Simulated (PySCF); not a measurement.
C4H8O, singlet, at a GFN2-xTB geometry; R2SCAN/3-21G run with PySCF.

Input for PySCF:
```python
from pyscf import gto, scf, dft

mol = gto.M(
    atom='''
C     1.78448905    0.55139951   -0.27580427
C     0.84323602   -0.28027089    0.59942922
C    -0.53704454   -0.30196726   -0.02611863
C    -1.43870416    0.82989416    0.39522636
O    -0.87634296   -1.15105377   -0.80958542
H     2.78965850    0.53729004    0.13842081
H     1.45031079    1.58496763   -0.33377587
H     1.81814479    0.14217677   -1.28261326
H     1.21987298   -1.30267625    0.65448158
H     0.79796690    0.14413006    1.60286304
H    -0.90562319    1.77636090    0.35650951
H    -1.75206771    0.66092796    1.42437461
H    -2.31937746    0.87091983   -0.23997308
''',
    basis='3-21g',
    verbose=4,
)

mf = dft.RKS(mol)
mf.xc = 'r2scan'
mf.grids.level = 4
mf.kernel()
```

Problem. What does PySCF print? Leave out banner, timings and long lists.

Solution. 
```
PySCF version 2.14.0

[INPUT] verbose = 4
[INPUT] num. atoms = 13
[INPUT] num. electrons = 40
[INPUT] charge = 0
[INPUT] spin (= nelec alpha-beta = 2S) = 0
[INPUT] symmetry False subgroup None
[INPUT] Mole.unit = angstrom
[INPUT] Symbol           X                Y                Z      unit          X                Y                Z       unit  Magmom
[...]
nuclear repulsion = 177.262651209631
number of shells = 41
number of NR pGTOs = 99
number of NR cGTOs = 61
basis = 3-21g
ecp = {}

******** <class 'pyscf.dft.rks.RKS'> ********
method = RKS
initial guess = minao
damping factor = 0
level_shift factor = 0
DIIS = <class 'pyscf.scf.diis.CDIIS'>
diis_start_cycle = 1
diis_space = 8
diis_damp = 0
SCF conv_tol = 1e-09
SCF conv_tol_grad = None
SCF max_cycles = 50
direct_scf = True
direct_scf_tol = 1e-13
XC library pyscf.dft.libxc version 7.1.2
    S. Lehtola, C. Steigemann, M. J. T. Oliveira, and M. A. L. Marques,  SoftwareX 7, 1–5 (2018)
XC functionals = r2scan
    J. W. Furness, A. D. Kaplan, J. Ning, J. P. Perdew, and J. Sun,  J. Phys. Chem. Lett. 11, 8208–8215 (2020)
    J. W. Furness, A. D. Kaplan, J. Ning, J. P. Perdew, and J. Sun,  J. Phys. Chem. Lett. 11, 9248–9248 (2020)
    J. W. Furness, A. D. Kaplan, J. Ning, J. P. Perdew, and J. Sun,  J. Phys. Chem. Lett. 11, 8208–8215 (2020)
    J. W. Furness, A. D. Kaplan, J. Ning, J. P. Perdew, and J. Sun,  J. Phys. Chem. Lett. 11, 9248–9248 (2020)
radial grids:
    Treutler-Ahlrichs [JCP 102, 346 (1995); DOI:10.1063/1.469408] (M4) radial grids

becke partition: Becke, JCP 88, 2547 (1988); DOI:10.1063/1.454033
pruning grids: <function nwchem_prune>
grids dens level: 4
symmetrized grids: False
atomic radii adjust function: <function treutler_atomic_radii_adjust>
small_rho_cutoff = 0
Set gradient conv threshold to 3.16228e-05
Initial guess from minao.
tot grids = 268360
init E= -231.222891174407
[...]
cycle= 1 E= -230.916075450593  delta_E= 0.307  |g|= 0.798  |ddm|= 3.33
[...]
cycle= 2 E= -230.329105156194  delta_E= 0.587  |g|= 1.83  |ddm|= 3.55
[...]
cycle= 3 E= -231.035100199724  delta_E= -0.706  |g|= 0.248  |ddm|= 2.96
[...]
cycle= 4 E= -231.04973635263  delta_E= -0.0146  |g|= 0.0583  |ddm|= 0.344
[...]
cycle= 5 E= -231.050485372277  delta_E= -0.000749  |g|= 0.0134  |ddm|= 0.0628
[...]
cycle= 6 E= -231.050527308185  delta_E= -4.19e-05  |g|= 0.00378  |ddm|= 0.0167
[...]
cycle= 7 E= -231.050530964031  delta_E= -3.66e-06  |g|= 0.000546  |ddm|= 0.00602
[...]
cycle= 8 E= -231.050531025276  delta_E= -6.12e-08  |g|= 0.000159  |ddm|= 0.000837
[...]
cycle= 9 E= -231.050531031642  delta_E= -6.37e-09  |g|= 3.23e-05  |ddm|= 0.000251
[...]
cycle= 10 E= -231.050531031972  delta_E= -3.3e-10  |g|= 4.66e-06  |ddm|= 5.86e-05
[...]
Extra cycle  E= -231.050531031969  delta_E= 2.84e-12  |g|= 5.74e-06  |ddm|= 1.38e-05
converged SCF energy = -231.050531031969
```
